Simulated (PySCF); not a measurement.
**Finite-field polarisability of P (phosphorus, neutral)**

[Ne] 3s2 3p3, high-spin 4S determinant. Calculation: PySCF 2.14, in aug-cc-pwCVTZ; the non-relativistic Hamiltonian (point nucleus). Frozen: [Ne]. Energy changes in a uniform field (μhartree):

```json
{"axis": "x", "F (au)": "0.0028", "HF": "-99.719", "MP2": "-98.220", "CCSD": "-97.938", "CCSD(T)": "-98.149"}
{"axis": "x", "F (au)": "0.0056", "HF": "-399.104", "MP2": "-393.121", "CCSD": "-391.990", "CCSD(T)": "-392.836"}
```

Question: Derive α along x at CCSD(T) from the two fields.

Answer: With ΔE = −αF²/2 − γF⁴/24, α = −(16 ΔE(F) − ΔE(2F))/(6F²) = 25.03 bohr³.

Question: And the mean polarisability at each level?

Answer: HF 25.43, MP2 25.05, CCSD 24.98, CCSD(T) 25.03 bohr³. Reference: 25 ± 1 bohr³ (recommended; Schwerdtfeger and Nagle, table of static dipole polarizabilities (2023 update)).
